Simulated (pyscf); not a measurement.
This saddle point was located with ωB97X-D3(BJ)/def2-SVP in PySCF.

```
C
H 1 1.0968
H 1 1.1399 2 109.99
H 1 1.2108 2 108.00 3 67.95
Se 4 1.8553 1 84.62 2 95.93
H 5 1.4664 4 90.80 1 84.83
Se 1 1.9167 2 121.22 3 -100.71
```
Charge 0, spin multiplicity 1.

Surface: singlet, charge 0. Lowest wavenumbers (cm⁻¹): 984i, 123, 286, 310, 541.

Task: Which two sides does it connect, and which bonds change?

Result: `[CH2]=[Se]` + `[SeH2]` <-> `[SeH][CH2][SeH]`, a multi-bond step read from left to right: C–H, H–Se broken and C–Se, C–H, H–Se formed. At CCSD(T)/def2-TZVPP + ΔMP2(QZVPP) it lies +2.53 eV from the left side and +3.59 eV from the right (each side as separated species at their lowest minima found). From the product side, SeH• + •H₂C–SeH lies, by one bond made or cut, 0.90 eV under this saddle at ωB97M-D3(BJ). HSe–CH₂–SeH lies 0.66 eV over its isomer H₃C–Se–SeH, and others may lie lower still (electronic energy, ωB97M-D3(BJ)). One saddle was located; it need not be the lowest between these sides. The CCSD(T) − MP2 part came from Ansatz, without density fitting, on the same reference. The frozen core leaves the outer d or s,p core shells of the metals and heavy elements correlated in the MP2 and CC values, and def2-TZVPP describes them poorly, which can shift differences by a few kcal/mol. Elements up to Kr have no core potential and no relativistic terms here.
